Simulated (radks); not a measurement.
Charge is removed step by step from the 4p down level of Mo+, starting from [Ar] 3d10 4s2 4p(up 3, down 3) 4d5. Calculated with a radial shooting solver on a logarithmic mesh with Libxc functionals: scalar-relativistic Kohn-Sham, PBEsol, spin-polarised, spherical densities, finite nucleus; open shells are filled with parallel spins first (spin-orbit coupling, left out, can overturn this in heavy ions); Fermi nuclear charge, rms radius 4.4091 fm.

removed (e)  E - E(0) (eV)  eigenvalue (eV)  E minus straight line (eV)
0                    0.000          -43.115                       0.000
0.25                11.123          -45.936                      -1.117
0.5                 22.970          -48.899                      -1.510
0.75                35.573          -51.983                      -1.147
1                   48.960          -55.171                       0.000

Removing the whole electron costs 48.960 eV by Delta-SCF, against 43.115 eV from minus the eigenvalue at the starting occupation. Slater's transition state (half an electron removed) gives 48.899 eV. Integrating minus the eigenvalue over the occupation (Janak's theorem) gives 48.980 eV. In this scalar-relativistic scheme the density is built from large components alone, so the theorem holds only approximately. The mean slope of the eigenvalue, de/dn, is 12.1 eV per electron.
